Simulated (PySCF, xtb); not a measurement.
octafluorocyclopentene (C5F8), SMILES FC1(C(F)(F)C(=C(F)C1(F)F)F)F.

GFN2-xTB (xtb) at its own geometry gives an orbital gap of 4.63 eV and a dipole moment of 1.26 D.

The structure is a stationary point at B3LYP-D3(BJ)/def2-SVP. Other conformers were not sampled.

### Question
What does PySCF with ωB97X/def2-SVP give? (Estimate from the structure and the level; the computed values follow.)

### Answer
gap 12.22 eV (levels -11.35 and 0.87 eV), dipole 1.01 D.
